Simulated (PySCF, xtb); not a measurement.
C2H3N3, SMILES [nH]1ncnc1.

Harmonic wavenumbers (cm⁻¹) from GFN2-xTB run with xtb 6.7.1 at its own minimum, in rising order: 603, 652, 674, 818, 865, 927, 938, 1059, 1095, 1138, 1193, 1315, 1352, 1385, 1514, 3185, 3201, 3449.

Question: What does PySCF with PBE-D3(BJ)/def2-SVP give at its own minimum? (The exact figures need the calculation; the answer reports its results.)

Answer: 594, 672, 691, 805, 867, 931, 969, 1069, 1118, 1178, 1233, 1302, 1368, 1424, 1510, 3181, 3185, 3547. Paired by order, the mean absolute difference is 22 cm⁻¹ and the zero-point energies are 36.3 and 36.7 kcal/mol.
